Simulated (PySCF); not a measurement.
SMILES C[CH2][Ge]([CH2]C)[CH2]C (C₆H₁₅Ge), doublet, GFN2-xTB optimised geometry.

```
22

C     -1.06    -0.56    -2.97
C     -1.69    -1.41    -1.88
Ge    -1.18    -0.75     0.00
C      0.88    -0.75     0.00
C      1.50    -0.21     1.27
C     -1.71     1.24     0.00
C     -1.97     1.83     1.37
H     -1.39    -0.90    -3.96
H     -1.34     0.48    -2.87
H      0.03    -0.63    -2.94
H     -2.77    -1.38    -1.97
H     -1.38    -2.45    -1.99
H      1.23    -1.77    -0.19
H      1.17    -0.13    -0.85
H      1.18     0.81     1.46
H      2.59    -0.22     1.20
H      1.22    -0.82     2.13
H     -0.88     1.77    -0.48
H     -2.59     1.34    -0.63
H     -1.10     1.72     2.02
H     -2.81     1.32     1.85
H     -2.22     2.89     1.30
```

Density from PySCF with unrestricted B3LYP/def2-SVP at that geometry.

Minimum of the electron density along straight lines between bonded atoms, close to the bond critical point (lines longer than 1.1 times the sum of covalent radii, or with two minima, are not listed):

```json
[
 {"bond": "C1–C2", "length / Å": "1.519", "ρ at the minimum / e bohr⁻³": "0.244", "∇²ρ there / e bohr⁻⁵": "-0.55", "position (fraction from the first atom)": "0.50"},
 {"bond": "C2–Ge3", "length / Å": "2.056", "ρ at the minimum / e bohr⁻³": "0.109", "∇²ρ there / e bohr⁻⁵": "0.02", "position (fraction from the first atom)": "0.53"},
 {"bond": "Ge3–C4", "length / Å": "2.056", "ρ at the minimum / e bohr⁻³": "0.109", "∇²ρ there / e bohr⁻⁵": "0.02", "position (fraction from the first atom)": "0.47"},
 {"bond": "C4–C5", "length / Å": "1.517", "ρ at the minimum / e bohr⁻³": "0.246", "∇²ρ there / e bohr⁻⁵": "-0.56", "position (fraction from the first atom)": "0.50"},
 {"bond": "Ge3–C6", "length / Å": "2.059", "ρ at the minimum / e bohr⁻³": "0.108", "∇²ρ there / e bohr⁻⁵": "0.02", "position (fraction from the first atom)": "0.47"},
 {"bond": "C6–C7", "length / Å": "1.519", "ρ at the minimum / e bohr⁻³": "0.245", "∇²ρ there / e bohr⁻⁵": "-0.56", "position (fraction from the first atom)": "0.50"},
 {"bond": "C1–H8", "length / Å": "1.091", "ρ at the minimum / e bohr⁻³": "0.275", "∇²ρ there / e bohr⁻⁵": "-1.00", "position (fraction from the first atom)": "0.62"},
 {"bond": "C1–H9", "length / Å": "1.088", "ρ at the minimum / e bohr⁻³": "0.277", "∇²ρ there / e bohr⁻⁵": "-1.01", "position (fraction from the first atom)": "0.62"},
 {"bond": "C1–H10", "length / Å": "1.088", "ρ at the minimum / e bohr⁻³": "0.278", "∇²ρ there / e bohr⁻⁵": "-1.02", "position (fraction from the first atom)": "0.62"},
 {"bond": "C2–H11", "length / Å": "1.090", "ρ at the minimum / e bohr⁻³": "0.274", "∇²ρ there / e bohr⁻⁵": "-0.98", "position (fraction from the first atom)": "0.62"},
 {"bond": "C2–H12", "length / Å": "1.090", "ρ at the minimum / e bohr⁻³": "0.275", "∇²ρ there / e bohr⁻⁵": "-0.98", "position (fraction from the first atom)": "0.62"},
 {"bond": "C4–H13", "length / Å": "1.090", "ρ at the minimum / e bohr⁻³": "0.275", "∇²ρ there / e bohr⁻⁵": "-0.98", "position (fraction from the first atom)": "0.62"},
 {"bond": "C4–H14", "length / Å": "1.091", "ρ at the minimum / e bohr⁻³": "0.273", "∇²ρ there / e bohr⁻⁵": "-0.97", "position (fraction from the first atom)": "0.62"},
 {"bond": "C5–H15", "length / Å": "1.088", "ρ at the minimum / e bohr⁻³": "0.277", "∇²ρ there / e bohr⁻⁵": "-1.01", "position (fraction from the first atom)": "0.62"},
 {"bond": "C5–H16", "length / Å": "1.091", "ρ at the minimum / e bohr⁻³": "0.275", "∇²ρ there / e bohr⁻⁵": "-1.00", "position (fraction from the first atom)": "0.62"},
 {"bond": "C5–H17", "length / Å": "1.088", "ρ at the minimum / e bohr⁻³": "0.277", "∇²ρ there / e bohr⁻⁵": "-1.01", "position (fraction from the first atom)": "0.62"},
 {"bond": "C6–H18", "length / Å": "1.091", "ρ at the minimum / e bohr⁻³": "0.273", "∇²ρ there / e bohr⁻⁵": "-0.97", "position (fraction from the first atom)": "0.62"},
 {"bond": "C6–H19", "length / Å": "1.090", "ρ at the minimum / e bohr⁻³": "0.274", "∇²ρ there / e bohr⁻⁵": "-0.98", "position (fraction from the first atom)": "0.62"},
 {"bond": "C7–H20", "length / Å": "1.088", "ρ at the minimum / e bohr⁻³": "0.277", "∇²ρ there / e bohr⁻⁵": "-1.01", "position (fraction from the first atom)": "0.62"},
 {"bond": "C7–H21", "length / Å": "1.088", "ρ at the minimum / e bohr⁻³": "0.277", "∇²ρ there / e bohr⁻⁵": "-1.01", "position (fraction from the first atom)": "0.62"},
 {"bond": "C7–H22", "length / Å": "1.091", "ρ at the minimum / e bohr⁻³": "0.275", "∇²ρ there / e bohr⁻⁵": "-1.00", "position (fraction from the first atom)": "0.62"}
]
```
